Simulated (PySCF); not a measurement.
PySCF input file for B(H)(Et)(vinyl) (C4H9B), SMILES CCBC=C, PBE0/pcSseg-1. The structure is a stationary point at PBE0-D3(BJ)/def2-SVP. The structure was generated by enumeration, and PubChem lists no compound with its InChIKey, so it may never have been made. One conformer was computed; it need not be the lowest.

```python
import numpy as np
from pyscf import gto, scf, dft
from pyscf.prop.nmr import rks as nmr

mol = gto.M(
    atom='''
    B    -0.69509701    0.75842197    0.57970402
    H    -1.35984314    1.63111544    1.10711037
    C     0.84249686    1.05117954    0.49680479
    C     1.82478887    0.11299965   -0.19050165
    H     1.11064717    1.16044604    1.57067318
    H     0.96049202    2.08806918    0.12752388
    H     1.67569883    0.09583428   -1.28170156
    H     1.72211101   -0.92226428    0.17018004
    H     2.86852651    0.41863818   -0.01773546
    C    -1.46348976   -0.51416307    0.12561072
    C    -1.07465615   -1.34443800   -0.85812619
    H    -2.45031944   -0.70750673    0.56778965
    H    -1.70382382   -2.17269750   -1.20416958
    H    -0.12284293   -1.21721310   -1.38091652
    ''',
    basis='pcSseg-1',
    charge=0,
    spin=0,
    max_memory=1600,
    verbose=3,
)
mf = dft.RKS(mol, xc='pbe0')
mf.grids.level = 3
mf.conv_tol = 1e-10
mf.max_cycle = 100
mf.kernel()
n = nmr.NMR(mf)
n.verbose = 2
n.max_cycle_cphf = 60
sigma = n.kernel()
print('atom   isotropic/ppm   span/ppm')
for i, s in enumerate(sigma):
    w = np.linalg.eigvalsh((s + s.T) / 2)
    print(f'{mol.atom_symbol(i):2s}{i + 1:3d} {w.mean():14.3f} {w[2] - w[0]:11.3f}')
```

Log of the run:

```
converged SCF energy = -182.397822051143
atom   isotropic/ppm   span/ppm
B   1         27.236     156.483
H   2         24.524       7.213
C   3        157.030      52.590
C   4        172.390      10.437
H   5         29.795      10.595
H   6         29.154      10.023
H   7         30.116       9.148
H   8         29.902       8.489
H   9         30.102      11.509
C  10         33.450     261.390
C  11         32.747     246.547
H  12         24.084       5.802
H  13         24.650       4.773
H  14         24.561       6.812
```

Self-consistency was reached.

Cost: very roughly 60 core-seconds.
